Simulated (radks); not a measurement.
Spin polarisation of the 6s1 shell in neutral caesium. Start: [Xe] 6s(up 0.5, down 0.5); electrons of 6s are moved from spin down to spin up, other shells keep equal spins. Calculated with a radial shooting solver on a logarithmic mesh with Libxc functionals: scalar-relativistic Kohn-Sham, PBE, spin-polarised, spherical densities, point nucleus.

moment (Bohr magnetons)	E - E(0) (eV)	e(6s up) (eV)	e(6s down) (eV)	5p down minus up (eV)	5s down minus up (eV)
0	0.000	-2.086	-2.086	0.000	0.000
0.25	-0.007	-2.141	-2.028	0.021	0.011
0.5	-0.028	-2.190	-1.967	0.042	0.021
0.75	-0.063	-2.233	-1.898	0.064	0.032

At moment 0.75 the spin-polarisation energy is -0.063 eV and the 6s exchange splitting 0.335 eV, that is 0.447 eV per Bohr magneton; E = -I m^2/4 would give I = 0.446 eV.
